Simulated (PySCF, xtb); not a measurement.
CH₃FGe, SMILES [CH3][Ge][F] (connectivity only; charge and spin as stated), neutral, multiplicity 1.

GFN2-xTB (xtb) at its own geometry gives an orbital gap of 3.14 eV and a dipole moment of 3.17 D.

Coordinates come from a B3LYP-D3(BJ)/def2-TZVP optimisation.

Task: What does M06-2X/def2-TZVPD (PySCF) give? (The exact figures need the calculation; the answer reports its results.)

Result: gap 6.35 eV (levels -7.96 and -1.61 eV), dipole 2.24 D.
